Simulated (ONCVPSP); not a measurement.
bromine, ONCV: configuration errors across variants

| Item | Value |
| --- | --- |
| Element | bromine (Br) |
| Generator | ONCVPSP 4.0.1 |
| Type | optimised norm-conserving Vanderbilt (ONCV) |
| Functional | PBE |
| Relativity | scalar-relativistic |
| Frozen core | [Ar] |
| Valence charge | 17 |
| Reference configuration | 3d10 4s2 4p3 (charge +2) |
| Partial waves | 4s: rc 1.45 bohr, ncon 4, nbas 8, qcut 5.1 1/bohr, 2 projectors, debl 3.1 Ha; 4p: rc 1.40 bohr, ncon 4, nbas 9, qcut 6.5 1/bohr, 2 projectors, debl 0.5 Ha; 3d: rc 0.55 bohr, ncon 4, nbas 7, qcut 18 1/bohr, 2 projectors, debl 1.7 Ha |
| Local potential | polynomial inside 0.50 bohr (lpopt 5, dvloc0 0 Ha) |
| Core correction | Teter function, fcfact 5.75, rcfact 1.75 |

In the p channel the program set the typed energies aside and used -1.037, 0.250 Ha. In the d channel the program set the typed energies aside and used -3.336, 0.250 Ha.

All-electron excitation energies from the reference (eV): (1) 3d10 4s2 4p5 -35.315; (2) 3d10 4s2 4p4 -22.761; (3) 3d10 4s2 4p2 33.983; (4) 3d10 4s1 4p5 -9.756.

1 further variants failed, have other tests or too few solved ones, and are left out.

A true bound ghost makes a file unfit for plane-wave use even where its test errors are small: the radial tests pick states by their node count and pass the ghost by.

Errors AE − PS in meV (a dash: test not solved or not reliable):

```csv
change,(1),(2),(3),(4),bound ghosts,GHOST(+) flags above zero
base,+1.9,+1.9,-12,-1.8,"s, p",s
p: rc 1.44,+2.1,+2.0,-12,-1.9,"s, p",s
p: rc 1.64,+2.7,+2.3,-12,-1.8,"s, p",s
p: rc 1.8,+2.1,+2.0,-12,-1.2,"s, p",s
p: rc 2.04,-1.6,+0.5,-16,-1.0,"s, p",s
```

Task: Give the same row for: p: rc 1.18.

Result: +0.3, +1.1, -12, -0.7; bound ghosts: s, p; GHOST(+) flags above zero: s, p.
